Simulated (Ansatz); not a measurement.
Program: Ansatz. Geometries: PBE0-D4/def2-TZVP. ΔE: electronic, gas phase. CCSD(T)/CBS is the MP2 limit (def2-TZVPP, def2-QZVPP) plus CCSD(T) − MP2 in def2-TZVPP, frozen cores. This one scheme is used for every species. DFT in def2-TZVPP. HSE06 is defined as in plane-wave codes. Each species was taken in one conformer, which may not be the lowest.

Consider the cleavage of the Si–Si bond: `F[Si](F)(F)[SiH2]Cl` + CH₃SH → `CS[Si](F)(F)F` + `[SiH3]Cl`.

CCSD(T)/CBS gives -0.78 eV.

(1) Another level gave -0.79 eV. Which?
A. PBE-QIDH/def2-TZVPP
B. HSE06/def2-TZVPP
C. RPA@PBE/def2-TZVPP
D. BLYP/def2-TZVPP

Largest T1 diagnostic among the species: 0.012.

## Answers

(1) A. PBE-QIDH -0.79, HSE06 -0.70, BLYP -0.65, RPA@PBE/def2-TZVPP -0.74 eV.

Leaving LDA and LC-ωPBE aside and taking each functional with its dispersion term where it has one, the values, not all of them listed here, spread over 0.16 eV, from ωB97M-V to PBE-D4. LDA lies −0.04 eV from PBE without D4. From BLYP to BHLYP (50 % exact exchange), in def2-TZVPP and without D4, ΔE moves by −0.12 eV.
